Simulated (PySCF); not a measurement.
Fe (iron, neutral) across methods

[Ar] 3d5 4s2 4p1, high-spin 7P determinant (an excited configuration). Computed with PySCF 2.14 in x2c-TZVPPall, with scalar relativity by spin-free X2C-1e.

| method | E (hartree) | mean ε 4s α (eV) | mean ε 4s β (eV) | mean ε 4p α (eV) | Σ⟨r²⟩ (bohr²) | ⟨S²⟩ |
| --- | --- | --- | --- | --- | --- | --- |
| PBE0 | -1272.184 | -8.738 | -6.926 | -3.576 | 44.07 | 12.008 |
| LDA | -1269.837 | -7.923 | -6.382 | -2.725 | 43.69 | 12.007 |
| wB97X | -1272.420 | -10.923 | -9.327 | -5.423 | 43.96 | 12.006 |
| MN15 | -1273.053 | -8.998 | -7.587 | -3.676 | 43.93 | 12.004 |
| HSE06 | -1272.203 | -8.365 | -6.550 | -3.172 | 44.05 | 12.008 |
| PBE | -1272.147 | -7.742 | -6.183 | -2.731 | 43.98 | 12.007 |
| r2SCAN | -1272.372 | -8.052 | -6.240 | -3.025 | 44.16 | 12.017 |

Problem. Estimate the same row for TPSSh.

Solution. E (hartree) = -1272.402; mean ε 4s α (eV) = -8.280; mean ε 4s β (eV) = -6.414; mean ε 4p α (eV) = -3.225; Σ⟨r²⟩ (bohr²) = 44.11; ⟨S²⟩ = 12.010.
